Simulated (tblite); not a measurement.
**Question.** Write Cartesian coordinates for `C=Cc1c[c]cn1[SiH2]F` [radical] as optimised with GFN2-xTB. (Doublet state.)

**Answer.** 
```xyz
16
C6H7FNSi angstrom
C      2.521   -0.953   -0.412
C      1.203   -0.855   -0.257
C      0.482    0.353    0.039
C      0.963    1.631    0.260
C     -0.165    2.415    0.505
C     -1.285    1.664    0.439
N     -0.900    0.366    0.149
Si    -1.991   -0.979   -0.041
F     -3.442   -0.335    0.182
H      2.990   -1.895   -0.632
H      3.171   -0.100   -0.324
H      0.586   -1.740   -0.355
H      1.985    1.945    0.248
H     -2.316    1.917    0.567
H     -1.826   -1.949    1.028
H     -1.985   -1.474   -1.408
```

Orientation and origin are arbitrary. Atoms count from 1 in this order. N7 (nitrogen bonded to 2 C and Si) is planar (angles 127.5°, 124.9° and 107.6°, sum 360.0°, 0.00 Å off the plane of its three neighbours). Of the pairs four or more bonds apart, Si8···H12 is among the closest relative to their van der Waals radii: 2.70 Å, 82 % of the sum of Bondi's values. The C–C distances run from 1.331 Å (C1=C2, drawn double) to 1.437 Å (C2–C3, drawn single), a spread of 0.106 Å. C5 (carbon bonded to 2 C) is bent (angle 110.4°).

Bonds between heavy atoms (Å): C1=C2 1.331, C2–C3 1.437, C3–C4 1.383, C4–C5 1.395, C5–C6 1.350, C6–N7 1.385, N7–Si8 1.742, Si8–F9 1.603, C3–N7 1.387.

The geometry is computed with GFN2-xTB (gas phase). This method treats the open shell by occupation alone, without spin polarisation.

Point group: near Cs, missed by 0.09 Å at most; the miss may be what the optimiser left on a soft mode. Its GFN2-xTB frequencies are all real (lowest 52 cm⁻¹). Torsions: C1–C2–C3–C4 -2°, C6–N7–Si8–F9 0°.

One conformer stands for the species.
